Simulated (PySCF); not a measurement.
1,3-propanesultone, C3H6O3S.
Numbering: `[O:1]=[S:2]1(=[O:3])[CH2:4][CH2:5][CH2:6][O:7]1` (hydrogens: H8, H9 on C4; H10, H11 on C5; H12, H13 on C6)

The same species was optimised twice, with GFN2-xTB and with PBE0-D3(BJ)/def2-SVP (PySCF), and the same property calculations (PySCF, gas phase) were run on both structures.

| coordinate | GFN2-xTB | PBE0-D3(BJ)/def2-SVP | change |
| --- | --- | --- | --- |
| S2=O3 (Å) | 1.428 | 1.449 | +0.021 |
| O1=S2 (Å) | 1.423 | 1.443 | +0.020 |
| S2–O7 (Å) | 1.622 | 1.642 | +0.020 |
| S2–C4 (Å) | 1.831 | 1.818 | -0.013 |
| C6–O7 (Å) | 1.407 | 1.419 | +0.012 |
| C4–C5 (Å) | 1.516 | 1.524 | +0.008 |
| C5–C6 (Å) | 1.535 | 1.529 | -0.006 |
| O1–S2–O3 (°) | 118.3 | 121.7 | +3.4 |
| S2–O7–C6 (°) | 106.6 | 109.0 | +2.4 |
| O1–S2–O7 (°) | 108.7 | 106.9 | -1.8 |
| S2–C4–C5 (°) | 103.3 | 104.8 | +1.5 |
| C4–S2–O7 (°) | 96.2 | 94.8 | -1.4 |
| C5–C6–O7 (°) | 106.7 | 105.7 | -1.0 |
| O3–S2–O7 (°) | 109.5 | 108.5 | -1.0 |
| C4–C5–C6 (°) | 105.1 | 105.9 | +0.8 |

Rotational constants: A = 4055, B = 2189, C = 2035 MHz (GFN2-xTB) against A = 3973, B = 2138, C = 2016 MHz (PBE0-D3(BJ)/def2-SVP). Point groups within 0.08 Å: C1 and C1.

On the GFN2-xTB structure: lowest singlet, TDDFT (eV) 7.86 [PBE0/def2-SVPD]; isotropic polarisability (au) 61.4 [PBE0/def2-SVPD]; HOMO (eV) -8.77 [PBE0/def2-SVPD]; LUMO (eV) 0.18 [PBE0/def2-SVPD]; dipole (D) 5.77 [PBE0/def2-SVPD]; HOMO (eV) -8.65 [PBE0/pcSseg-1]; LUMO (eV) 0.75 [PBE0/pcSseg-1]; dipole (D) 5.71 [PBE0/pcSseg-1]; GIAO shielding of O1/O3 (mean) (ppm) 91.2 [PBE0/pcSseg-1]; GIAO shielding of S2 (ppm) 152.9 [PBE0/pcSseg-1]; GIAO shielding of C4 (ppm) 134.0 [PBE0/pcSseg-1]; GIAO shielding of C5 (ppm) 158.1 [PBE0/pcSseg-1]; GIAO shielding of C6 (ppm) 120.9 [PBE0/pcSseg-1]; GIAO shielding of O7 (ppm) 139.6 [PBE0/pcSseg-1].

Q: What do these properties become on the PBE0-D3(BJ)/def2-SVP structure?

A: 
```tsv
property	level	on GFN2-xTB	on PBE0-D3(BJ)/def2-SVP	change
lowest singlet, TDDFT (eV)	PBE0/def2-SVPD	7.86	7.74	-0.12
isotropic polarisability (au)	PBE0/def2-SVPD	61.4	62.7	+1.3
HOMO (eV)	PBE0/def2-SVPD	-8.77	-8.74	+0.03
LUMO (eV)	PBE0/def2-SVPD	0.18	0.16	-0.02
dipole (D)	PBE0/def2-SVPD	5.77	5.74	-0.03
energy, GFN2-xTB geometry as zero (kcal/mol)	PBE0/def2-SVPD	0.0	-2.6	-2.6
HOMO (eV)	PBE0/pcSseg-1	-8.65	-8.62	+0.03
LUMO (eV)	PBE0/pcSseg-1	0.75	0.65	-0.10
dipole (D)	PBE0/pcSseg-1	5.71	5.69	-0.02
energy, GFN2-xTB geometry as zero (kcal/mol)	PBE0/pcSseg-1	0.0	-2.6	-2.6
GIAO shielding of O1/O3 (mean) (ppm)	PBE0/pcSseg-1	91.2	73.7	-17.5
GIAO shielding of S2 (ppm)	PBE0/pcSseg-1	152.9	136.0	-16.9
GIAO shielding of C4 (ppm)	PBE0/pcSseg-1	134.0	132.1	-1.9
GIAO shielding of C5 (ppm)	PBE0/pcSseg-1	158.1	156.4	-1.7
GIAO shielding of C6 (ppm)	PBE0/pcSseg-1	120.9	119.1	-1.8
GIAO shielding of O7 (ppm)	PBE0/pcSseg-1	139.6	124.4	-15.2
```

The heavy atoms differ by 0.034 Å rms after alignment. Among bonds between heavy atoms O1=S2, S2=O3 and S2–O7 change most and about equally (+0.020 to +0.021 Å). Changes are differences of the printed values. Neither structure is proved a minimum here.
